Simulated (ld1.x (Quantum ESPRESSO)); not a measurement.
## Ag: excitation energies, all-electron against TM

| Item | Value |
| --- | --- |
| Element | silver |
| Generator | ld1.x (Quantum ESPRESSO) 7.5 |
| Type | norm-conserving Troullier–Martins (Kleinman–Bylander form) |
| Functional | PBEsol |
| Relativity | fully relativistic |
| Frozen core | [Kr] |
| Valence charge | 11 |
| Reference configuration | 4d10 5s0.5 5p0.5 |
| Partial waves | 5s (bound): rc 2.35 bohr; 5p (bound): rc 3.60 bohr; 4d (bound): rc 1.40 bohr |
| Local potential | the d channel |
| Core correction | a·sin(br)/r model core, default radius (core density twice the valence density) |

Open shells are filled in proportion to 2j + 1 (rel_dist='average').

Energies are relative to the spin-unpolarised reference configuration 4d10 5s0.5 5p0.5; without spin polarisation the order of configurations can differ from experiment. The d channel is local and has no spin–orbit splitting in the pseudo-atom. The frozen-core shift is the all-electron ΔE with the core orbitals held at their reference shape minus the fully relaxed ΔE.

(1) Give the all-electron excitation energy and the error of the potential for: 4d10 5s1 5p0; 4d10 5s0 5p0; 4d9 5s0 5p0; 4d9 5s1 5p1; 4d9 5s2 5p0; 4d8 5s0 5p0; 4d9 5s1 5p0.

Note: ghost states, extra bound levels that the all-electron valence spectrum of the same l lacks: s at -139.6 eV, p3/2 at -42.1 eV, p1/2 at -37.2 eV. A true bound ghost makes a file unfit for plane-wave use. The potential misses its own reference levels by up to 0.3 eV.

Answers

(1)

```tsv
valence configuration	charge	ΔE all-electron (eV)	error AE − PS (meV)	frozen-core shift (meV)
4d10 5s1 5p0	0	-1.918	-0.5	+0.1
4d10 5s0 5p0	+1	5.830	-7.6	+1.0
4d9 5s0 5p0	+2	27.944	-39	+52
4d9 5s1 5p1	0	6.685	-72	+47
4d9 5s2 5p0	0	2.134	-90	+46
4d8 5s0 5p0	+3	64.124	-271	+328
4d9 5s1 5p0	+1	11.249	-50	+44
```
